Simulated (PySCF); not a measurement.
# Working out the ionisation energy of Xe⁺

Xe⁺ [Kr] 4d10 5s2 5p5 (2P) → Xe²⁺ [Kr] 4d10 5s2 5p4 (3P). Calculation: PySCF 2.14, in def2-SVP with the def2 core potential (28 electrons) (6s5p3d2f, 50 functions); scalar relativity through the core potential. Frozen: 4s2 4p6 4d10. Energies in hartree (1 hartree = 27.21139 eV):

```tsv
part	Xe⁺ (lower)	Xe²⁺ (upper)
UHF	-327.877043	-327.139218
CCSD correlation	-0.134443	-0.108143
(T)	-0.003563	-0.002571
```

Question: What does Hartree-Fock give?

Answer: (-327.139218) − (-327.877043) = 0.737825 hartree = 20.077 eV.

Question: What do CCSD and CCSD(T) give?

Answer: The CCSD correlation energies differ by 0.026300 hartree = 0.716 eV and the triples by 0.000992 hartree = 0.027 eV, so CCSD gives 20.793 eV and CCSD(T) 20.820 eV.

Reference: 20.975 eV (semi-empirical (NIST evaluation); NIST Atomic Spectra Database, ionization energies), between the lowest levels; spin-orbit coupling is absent from the calculation.

A double-zeta basis recovers only part of the correlation energy.

What remains against the reference includes basis incompleteness, the frozen core and higher excitations.
